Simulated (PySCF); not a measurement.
## Computed vibrations of GdH3(H2O)

GdH3(H2O) (singlet in the valence; each metal's 4f electrons, 7 of them, lie in its core potential, out of spins and levels). PySCF 2.14.0, RKS PBE0, Gd lcecp-1-SVP with ECP53, H def2-SVP, O def2-SVP; non-relativistic Hamiltonian with scalar-relativistic core potentials where named; density fitting; no spin-orbit coupling. Central differences of gradients.

```xyz
7

Gd    0.1256   -0.1571    0.1207
H     0.4879    1.8967    0.4745
H    -0.8244   -1.2172    1.5743
H     1.5194   -1.1683   -0.9661
O    -1.1912    1.3478   -1.1012
H    -0.5972    1.9792   -0.5547
H    -1.3605    1.7419   -1.9645
```

Run from Python with OMP_NUM_THREADS=2. Where DIIS fails, smearing, a level shift and second-order steps follow.
It took 58 s on 2 threads of Arm Neoverse V2 (shared host).

What are the harmonic wavenumbers and infrared intensities?

Negative numbers are unstable modes, those under 60 cm⁻¹ near the noise; a finer grid moves soft modes by up to 10 cm⁻¹.
```json
{"cm⁻¹": "171", "km/mol": "93.5", "symmetry": ""}
{"cm⁻¹": "222", "km/mol": "218.6", "symmetry": ""}
{"cm⁻¹": "269", "km/mol": "243.3", "symmetry": ""}
{"cm⁻¹": "286", "km/mol": "43.9", "symmetry": ""}
{"cm⁻¹": "437", "km/mol": "61.2", "symmetry": ""}
{"cm⁻¹": "522", "km/mol": "503.3", "symmetry": ""}
{"cm⁻¹": "553", "km/mol": "466.8", "symmetry": ""}
{"cm⁻¹": "709", "km/mol": "265.3", "symmetry": ""}
{"cm⁻¹": "961", "km/mol": "85.8", "symmetry": ""}
{"cm⁻¹": "1304", "km/mol": "594.4", "symmetry": ""}
{"cm⁻¹": "1413", "km/mol": "985.8", "symmetry": ""}
{"cm⁻¹": "1461", "km/mol": "305.4", "symmetry": ""}
{"cm⁻¹": "1564", "km/mol": "112.2", "symmetry": ""}
{"cm⁻¹": "2844", "km/mol": "620.3", "symmetry": ""}
{"cm⁻¹": "3912", "km/mol": "193.7", "symmetry": ""}
```

Is this a minimum?

Yes. Ideal gas at 298.15 K and 1 bar: S = 329.4 J/(mol K), Cp = 85.4 J/(mol K), H − H(0 K) = 17.5 kJ/mol (rigid rotor, harmonic modes, spin degeneracy alone, that of the 4f electrons in the core included).

An lcecp potential fixes the number of 4f electrons, so in runs with it no electron can move into or out of that shell.
